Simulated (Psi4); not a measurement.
C2H4Cl, doublet, geometry from GFN2-xTB; PBE/6-31G run with Psi4 1.11.

Psi4 was given this input:
```
memory 2 GB

molecule mol {
0 2
C     0.182802    0.897271   -0.013143
C     1.566145    0.549642   -0.026074
Cl   -0.841137   -0.711490    0.019050
H    -0.155495    1.399582    0.888154
H    -0.177877    1.377691   -0.917688
H     2.080916    0.329442    0.890428
H     2.058112    0.307139   -0.949446
}

set {
  basis 6-31g
  reference uks
  damping_percentage 20
}

energy('pbe')
print_variables()
```

It wrote (shortened):

```
   => Loading Basis Set <=

    Name: 6-31G
    Role: ORBITAL
    Keyword: BASIS

         ---------------------------------------------------------
                                   SCF
               by Justin Turney, Rob Parrish, Andy Simmonett
                          and Daniel G. A. Smith
                              UKS Reference
         ---------------------------------------------------------

  ==> Geometry <==

    Molecular point group: c1
    Full point group: C1

    Geometry (in Angstrom), charge = 0, multiplicity = 2:

       Center              X                  Y                   Z               Mass
    ------------   -----------------  -----------------  -----------------  -----------------
         C            0.255671608290     0.961976644276    -0.014830420055    12.000000000000
         C            1.639014608290     0.614347644276    -0.027761420055    12.000000000000
         CL          -0.768267391710    -0.646784355724     0.017362579945    34.968852682000
         H           -0.082625391710     1.464287644276     0.886466579945     1.007825032230
         H           -0.105007391710     1.442396644276    -0.919375420055     1.007825032230
         H            2.153785608290     0.394147644276     0.888740579945     1.007825032230
         H            2.130981608290     0.371844644276    -0.951133420055     1.007825032230

  Running in c1 symmetry.

  Rotational constants: A =      1.07883  B =      0.18974  C =      0.17242 [cm^-1]
  Rotational constants: A =  32342.55269  B =   5688.34081  C =   5169.04348 [MHz]
  Nuclear repulsion =   93.661071386603879

  Charge       = 0
  Multiplicity = 2
  Electrons    = 33
  Nalpha       = 17
  Nbeta        = 16

  ==> Algorithm <==

  SCF Algorithm Type is DF.
  DIIS enabled.
  MOM disabled.
  Fractional occupation disabled.
  Guess Type is SAD.
  Energy threshold   = 1.00e-06
  Density threshold  = 1.00e-06
  Integral threshold = 1.00e-12

  ==> Primary Basis <==

  Basis Set: 6-31G
    Blend: 6-31G
    Number of shells: 25
    Number of basis functions: 39
    Number of Cartesian functions: 39
    Spherical Harmonics?: false
    Max angular momentum: 1

  ==> DFT Potential <==

   => LibXC <=

    Version 7.1.2
    S. Lehtola, C. Steigemann, M. J. T. Oliveira, and M. A. L. Marques,  SoftwareX 7, 1–5 (2018) (10.1016/j.softx.2017.11.002)

   => Composite Functional: PBE <=

    PBE GGA Exchange-Correlation Functional

    J.P. Perdew et. al., Phys. Rev. Lett., 77(18), 3865-3868, 1996

    Deriv               =              1
    GGA                 =           TRUE
    Meta                =          FALSE

    Exchange Hybrid     =          FALSE
    MP2 Hybrid          =          FALSE

   => Exchange Functionals <=

    1.0000     XC_GGA_X_PBE

   => Correlation Functionals <=

    1.0000     XC_GGA_C_PBE

   => LibXC Density Thresholds  <==

    XC_GGA_C_PBE:  1.00E-12
    XC_GGA_X_PBE:  1.00E-15

   => Molecular Quadrature <=

    Radial Scheme          =       TREUTLER
    Pruning Scheme         =           NONE
    Nuclear Scheme         =       TREUTLER

    Blocking Scheme        =         OCTREE
    BS radius alpha        =              1
    Pruning alpha          =              1
    Radial Points          =             75
    Spherical Points       =            302
    Total Points           =         149861
    Total Blocks           =           1177
    Max Points             =            256
    Max Functions          =             39
    Weights Tolerance      =       1.00E-15

   => Loading Basis Set <=

    Name: (6-31G AUX)
    Role: JKFIT
    Keyword: DF_BASIS_SCF

  ==> Integral Setup <==

  SCF_SUBTYPE=INCORE selected. In-core MEM_DF algorithm will be used.
  Using in-core AOs.

  ==> MemDFJK: Density-Fitted J/K Matrices <==

    J tasked:                   Yes
    K tasked:                    No
    wK tasked:                   No
    Algorithm:                 Core
    Schwarz Cutoff:           1E-12
[...]
   @DF-UKS iter   7:  -538.39538034732993   -1.51431e-02   1.39306e-04 ADIIS/DIIS/DAMP=20%
   @DF-UKS iter   8:  -538.40183057605896   -6.45023e-03   1.32484e-04 ADIIS/DIIS/DAMP=20%
   @DF-UKS iter   9:  -538.40349431368008   -1.66374e-03   9.27360e-05 DIIS/DAMP=20%
   @DF-UKS iter  10:  -538.40293705891906    5.57255e-04   3.84096e-05 DIIS/DAMP=20%
   @DF-UKS iter  11:  -538.40301686029318   -7.98014e-05   1.78906e-05 DIIS/DAMP=20%
   @DF-UKS iter  12:  -538.40327042434421   -2.53564e-04   9.34489e-06 DIIS/DAMP=20%
   @DF-UKS iter  13:  -538.40339232562303   -1.21901e-04   2.98952e-06 DIIS/DAMP=20%
   @DF-UKS iter  14:  -538.40349136007126   -9.90344e-05   6.75972e-07 DIIS/DAMP=20%
   @DF-UKS iter  15:  -538.40359103519711   -9.96751e-05   2.46251e-07 DIIS/DAMP=20%
   @DF-UKS iter  16:  -538.40361899501443   -2.79598e-05   1.06641e-07 DIIS/DAMP=20%
   @DF-UKS iter  17:  -538.40362445277140   -5.45776e-06   9.00870e-08 DIIS/DAMP=20%
   @DF-UKS iter  18:  -538.40363660085779   -1.21481e-05   1.95141e-08 DIIS/DAMP=20%
   @DF-UKS iter  19:  -538.40363398924262    2.61162e-06   1.16165e-08 DIIS/DAMP=20%
   @DF-UKS iter  20:  -538.40363434220478   -3.52962e-07   6.34724e-09 DIIS/DAMP=20%
  Energy and wave function converged.

  ==> Post-Iterations <==

   Electrons on quadrature grid:
      Nalpha   =   16.9999943345 ; deviation = -5.665e-06
      Nbeta    =   15.9999969286 ; deviation = -3.071e-06
      Ntotal   =   32.9999912631 ; deviation = -8.737e-06

   @Spin Contamination Metric:   3.702227675E-03
   @S^2 Expected:                7.500000000E-01
   @S^2 Observed:                7.537022277E-01
   @S   Expected:                5.000000000E-01
   @S   Observed:                5.000000000E-01

    Orbital Energies [Eh]
    ---------------------

    Alpha Occupied:

[...]
    Alpha Virtual:

[...]
      39A      1.205300

    Beta Occupied:

[...]
      16A     -0.246527

    Beta Virtual:

[...]
    Final Occupation by Irrep:
              A
    DOCC [    16 ]
    SOCC [     1 ]
    NA   [    17 ]
    NB   [    16 ]

  @DF-UKS Final Energy:  -538.40363434220478

   => Energetics <=

    Nuclear Repulsion Energy =             93.6610713866038793
    One-Electron Energy =                -926.0677620952213829
    Two-Electron Energy =                 334.2718287850318006
    DFT Exchange-Correlation Energy =     -40.2687724186191573
    Empirical Dispersion Energy =           0.0000000000000000
    VV10 Nonlocal Energy =                  0.0000000000000000
    Total Energy =                       -538.4036343422047821

  UHF NO Occupations:
  HONO-2 :   15  A 1.9993977
  HONO-1 :   16  A 1.9991395
  HONO-0 :   17  A 1.0000000
  LUNO+0 :   18  A 0.0008605
  LUNO+1 :   19  A 0.0006023
  LUNO+2 :   20  A 0.0002232
  LUNO+3 :   21  A 0.0001468

Computation Completed

Properties will be evaluated at   0.000000,   0.000000,   0.000000 [a0]

Properties computed using the SCF density matrix

 Multipole Moments:

 ------------------------------------------------------------------------------------
     Multipole            Electronic (a.u.)      Nuclear  (a.u.)        Total (a.u.)
 ------------------------------------------------------------------------------------

 L = 1.  Multiply by 2.5417464519 to convert [e a0] to [Debye]
 Dipole X            :         -3.9200113            4.5442359            0.6242246
 Dipole Y            :         -3.2832469            4.0351100            0.7518631
 Dipole Z            :          0.0883856           -0.1052367           -0.0168511
 Magnitude           :                                                    0.9773630

 ------------------------------------------------------------------------------------

  Variable Map:
  ----------------------------------------------------------------------------
[...]
  Array Variable Map:
  ----------------------------------------------------------------------------
[...]
[...]
```
